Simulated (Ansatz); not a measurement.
The first iterations of a band of CH₄BClSSi (9 atoms, charge 0, multiplicity 1).

Computed with UKS PBE/def2-SVP (Ansatz).

```json
{"movable images": "7", "climbing image": "yes", "spring": "5.0 eV/Å²", "optimiser": "quadratic models (default)", "start path": "through a guess of the saddle point", "force threshold": "0.05 eV/Å", "iteration limit": "60", "end points": "relaxed"}
```

Image 0:

```xyz
9
Properties=species:S:1:pos:R:3
B 1.649 0.595 -0.221
C 0.214 0.074 -0.417
S 0.580 0.133 -2.039
Si -1.375 -0.532 0.391
Cl -1.487 0.174 2.338
H 2.541 -0.202 0.014
H 1.833 1.792 -0.089
H -1.312 -2.032 0.401
H -2.556 -0.048 -0.394
```

Image 8:

```xyz
9
Properties=species:S:1:pos:R:3
B 1.411 0.994 -0.120
C 0.544 -0.223 -0.519
S 0.548 1.348 -1.608
Si -1.054 -0.668 0.365
Cl -1.635 0.953 1.545
H 1.047 -1.089 -0.998
H 2.208 1.465 0.648
H -0.805 -1.852 1.257
H -2.174 -0.974 -0.588
```

| iteration | highest image above the first end (eV) | largest band force component (eV/Å) |
| --- | --- | --- |
| 1 | 4.569 | 15.227 |
| 2 | 2.815 | 6.365 |
| 3 | 1.599 | 2.385 |
| 4 | 1.248 | 2.255 |

Q: Does the band converge within its limit, and where does its top end?

A: It converged. It ended after 14 iterations with the highest image 1.018 eV above the first end. Neighbouring images differ by up to 1.3 eV, so the band resolves the path poorly. A vibrational analysis at the climbing image gives one clearly imaginary mode, 1040i cm⁻¹, and a faint second one (14i cm⁻¹) that may be numerical noise or a soft torsion: probably a first-order saddle point. The orbitals stay closed-shell, which can raise the energy where a bond breaks towards radicals; this wasn't checked here.

The run took 3.9 min on 2 threads of Intel(R) Xeon(R) Platinum 8488C (Sapphire Rapids) (shared host), peak memory 0.27 GiB.
